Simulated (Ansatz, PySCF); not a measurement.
Pair of molecules: ethylamine (SMILES CCN) (first 10 atoms) with NH3 (SMILES N); geometry from B3LYP-D3(BJ)/def2-TZVP, rigid monomers moved along the line of their centres of mass till N3···H14 is 3.92 Å.
(charge 0, multiplicity 1):
```xyz
14

C      1.34113     0.26814     0.35676
C     -0.11201     0.67681     0.17571
N     -1.00936    -0.37288     0.67884
H      2.00873     1.04835    -0.01299
H      1.55868     0.09405     1.41078
H      1.56050    -0.64679    -0.20127
H     -0.29812     0.92389    -0.87877
H     -0.30934     1.58159     0.75546
H     -1.97988    -0.11734     0.53728
H     -0.85528    -1.23901     0.17366
N     -0.02970    -0.38049     5.44742
H      0.24211    -1.27252     5.84525
H     -0.71918     0.02400     6.07091
H     -0.48767    -0.56872     4.55500
```

Counterpoise-corrected where a basis set is named; no monomer relaxation.

Frozen-core correlation.

Codes used: Ansatz (Gaussian basis) for Hartree–Fock, density functionals and correlated methods; PySCF for the dispersion terms. 

PBE/def2-TZVPPD gives -32.4 meV for the interaction energy.

Predict the shift from PBE, with its sign, for: PBE-D3(BJ)/def2-TZVPPD, r2SCAN/def2-TZVPPD, PBE0/def2-TZVPPD, wB97M-V/def2-TZVPPD, MP2/aug-cc-pVDZ, CCSD(T)/aug-cc-pVDZ.

PBE-D3(BJ)/def2-TZVPPD -8.3; r2SCAN/def2-TZVPPD 2.9; PBE0/def2-TZVPPD 1.9; wB97M-V/def2-TZVPPD -4.2; MP2/aug-cc-pVDZ -4.3; CCSD(T)/aug-cc-pVDZ -3.9 meV. 2 of 6 lie above PBE; the widest gap is to PBE-D3(BJ)/def2-TZVPPD.

Ansatz is a program for electronic structure.
